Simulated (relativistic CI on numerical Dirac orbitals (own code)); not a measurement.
What each ingredient does to the levels of Eu²²⁺

Base calculation: Dirac-Coulomb-Breit CI, KLI orbitals optimised for each configuration, model QED (radiative potential, 1s self-energy scaled to tabulated hydrogen-like ionisation energies), unscaled Slater integrals.

Configuration list (outside the closed core [Ar] 3d10): 4s²4p⁶4d⁵, 4s²4p⁵4d⁶, 4s²4p⁶4d⁴4f, 4s4p⁶4d⁶, 4s²4p⁵4d⁵4f, 4s²4p⁶4d⁴5s, 4s4p⁶4d⁵4f, 4s²4p⁶4d⁴5p, 4s²4p⁶4d³4f5s, 4s²4p⁶4d⁴5d, 4s²4p⁵4d⁵5s, 4s²4p⁶4d³5s5p, 4s²4p⁶4d⁴5f, 4s²4p⁶4d⁴6s, 4s²4p⁶4d⁴5g, 4s²4p⁶4d⁴6p, 4p⁶4d⁶4f, 4s²4p⁶4d⁴6f, 4p⁶4d⁷, 4p⁵4d⁸, 4p⁵4d⁷4f, 4s²4p⁶4d³5s², 4s²4p⁶4d²4f5s², 4s²4p⁵4d³4f5s², 4s4p⁶4d³4f5s². Double excitations out of closed p, d and f shells are left out; levels of such configurations are missing from the list, as are those of other unlisted configurations, and high levels can miss mixing partners. These lack a partner that the ground configuration has and come out too high: 4s²4p⁵4d⁵5s.

The lowest level and the first level of each name with at least 55 % of one term (blank where a level has no safe partner in the second run):

| Level | Base (cm⁻¹) | Shift (cm⁻¹) |
| --- | --- | --- |
| 4s²4p⁶4d⁵ ⁶S5/2 | 0 | 0 |
| 4s²4p⁶4d⁵ ⁴G11/2 | 72003 | -17 |
| 4s²4p⁶4d⁵ ⁴G9/2 | 79097 | -18 |
| 4s²4p⁶4d⁵ ²I11/2 | 115080 | -23 |
| 4s²4p⁶4d⁵ ⁴D1/2 | 125167 | -19 |
| 4s²4p⁶4d⁵ ²I13/2 | 127023 | -26 |
| 4s²4p⁶4d⁵ ²G7/2 | 155338 | -32 |
| 4s²4p⁶4d⁵ ²F7/2 | 175987 | -25 |
| 4s²4p⁶4d⁵ ²S1/2 | 178119 | -33 |
| 4s²4p⁶4d⁵ ²H11/2 | 194880 | -22 |
| 4s²4p⁶4d⁵ ²P3/2 | 242488 | -48 |
| 4s²4p⁶4d⁵ ²P1/2 | 268456 | -49 |
| 4s²4p⁵4d⁶ ⁶F°11/2 | 987470 | -220 |
| 4s²4p⁵4d⁶ ⁶F°9/2 | 1032624 | -226 |

At this charge energies of transitions that change n are usually good to better than 1 %, and those within a shell (Δn = 0) to a few per cent. Terms inside the open d or f shell come out 10 to 20 % too wide with unscaled integrals.

Q: One thing was changed in a second run, which moved the levels as shown. Which?
A. one mean potential for all configurations
B. Breit term removed
C. QED terms removed
D. only the first configuration
E. configuration mixing switched off

A: A. One mean potential for all configurations. One potential for all configurations removes the relaxation of the orbitals, which moves whole configurations and changes the integrals a little.

LS names give the leading component of a level, which can be under half, so a name can repeat, a term be missing and a line seem to break the LS rules.
